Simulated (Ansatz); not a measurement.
Consider the redistribution: `C[CH2][Al]([F])[SiH3]` + `BC(=C)[SiH2]C` → `C[SiH2][Al]([F])[SiH3]` + `BC(=C)CC`.

Program: Ansatz. Geometries: PBE0-D4/def2-TZVP. ΔE: electronic, gas phase. CCSD(T)/CBS adds triple-zeta CCSD(T) − MP2 to the extrapolated MP2 energy (def2 sets, frozen cores). Each species was taken in one conformer, which may not be the lowest.

`C[CH2][Al]([F])[SiH3]`:

Z-matrix (Å, degrees):
```
C
C 1 1.529
H 1 1.094 2 112.0
H 1 1.094 2 111.8 3 -120.1
H 1 1.094 2 111.8 3 120.2
Al 2 1.951 1 114.8 3 179.6
H 2 1.098 1 110.6 3 57.4
H 2 1.097 1 110.6 3 -58.0
Si 6 2.456 2 125.3 1 -0.9
F 6 1.657 2 118.1 1 180.0
H 9 1.492 6 110.2 2 -79.2
H 9 1.491 6 111.1 2 38.9
H 9 1.489 6 112.9 2 160.3
```

`BC(=C)[SiH2]C`:

Z-matrix (Å, degrees):
```
Si
C 1 1.870
C 1 1.871 2 110.9
H 1 1.492 2 110.4 3 120.8
H 1 1.491 2 109.3 3 -120.4
H 2 1.092 1 110.8 3 -61.8
H 2 1.093 1 110.5 3 58.1
H 2 1.092 1 111.0 3 178.0
C 3 1.345 1 120.9 2 119.6
B 3 1.542 1 121.7 2 -59.8
H 9 1.090 3 123.0 1 0.4
H 9 1.089 3 121.1 1 -179.6
H 10 1.199 3 122.0 1 0.3
H 10 1.200 3 119.3 1 -179.8
```

`C[SiH2][Al]([F])[SiH3]`:

```xyz
13

C     0.382    0.484    2.110
Si    1.461   -0.464    0.892
Al    0.414   -0.652   -1.325
F     1.234   -1.508   -2.483
Si   -1.757    0.278   -2.018
H    -0.578   -0.017    2.255
H     0.181    1.495    1.749
H     0.873    0.562    3.082
H     1.744   -1.828    1.428
H     2.781    0.222    0.755
H    -2.076    1.509   -1.238
H    -1.813    0.623   -3.466
H    -2.846   -0.705   -1.741
```

`BC(=C)CC`:

```xyz
14

B    -1.767   -0.318   -0.322
C    -0.433    0.451   -0.360
C    -0.490    1.791   -0.385
C     0.887   -0.272   -0.388
C     1.165   -1.004    0.920
H    -1.802   -1.515   -0.383
H    -2.795    0.291   -0.248
H     0.402    2.412   -0.449
H    -1.443    2.310   -0.347
H     0.877   -1.001   -1.206
H     1.700    0.431   -0.600
H     1.228   -0.300    1.754
H     2.105   -1.558    0.870
H     0.367   -1.717    1.145
```

```csv
level,ΔE (kJ/mol)
MP2/def2-TZVPP,29.2
CCSD/CBS(def2),23.0
```

Problem. What does CCSD(T)/CBS give? (Estimate.)

Solution. Ansatz gave: +22.8 kJ/mol. The listed levels differ from it by 6.4, 0.2 kJ/mol.

Largest T1 diagnostic among the species: 0.013.
